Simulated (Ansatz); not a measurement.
Consider the formal exchange of groups at a Y–O bond: `C[O][Y]([NH2])[O]C` + `CC(C)(C)Cl` → `C[O][Y]([NH2])[Cl]` + `COC(C)(C)C`.

Calculated with Ansatz (gas phase, PBE0-D4/def2-TZVP geometries, no zero-point term in ΔE). CCSD(T)/CBS adds triple-zeta CCSD(T) − MP2 to the extrapolated MP2 energy (def2 sets, frozen cores). Functionals use def2-TZVPP. B3LYP here is the variant with VWN-RPA as its local correlation; programs differ in this. def2 core potentials past Kr. For Y outer-core shells are correlated without core-valence functions, which leaves a few kJ/mol of doubt a bond. Each species was taken in one conformer, which may not be the lowest.

```json
{"species": "`C[O][Y]([NH2])[O]C`", "B3LYP energy (Eh)": "-324.84318"}
{"species": "`CC(C)(C)Cl`", "B3LYP energy (Eh)": "-618.15453"}
{"species": "`C[O][Y]([NH2])[Cl]`", "B3LYP energy (Eh)": "-669.92552"}
{"species": "`COC(C)(C)C`", "B3LYP energy (Eh)": "-273.08989"}
```

(1) Work out ΔE.

Largest T1 diagnostic among the species: 0.014.

Answers

(1) ΔE = (-669.92552) + (-273.08989) − (-324.84318) − (-618.15453) = -0.01770 Eh = -46.5 kJ/mol. CCSD(T)/CBS gives -49.3 kJ/mol.

In def2-TZVPP, CCSD(T) changes the Hartree–Fock value by +17.7 kJ/mol (the triples alone add +2.6 kJ/mol) and MP2 by +24.3 kJ/mol. From PBE to PBE0 (25 % exact exchange), in def2-TZVPP and without D4, ΔE moves by −9.0 kJ/mol.
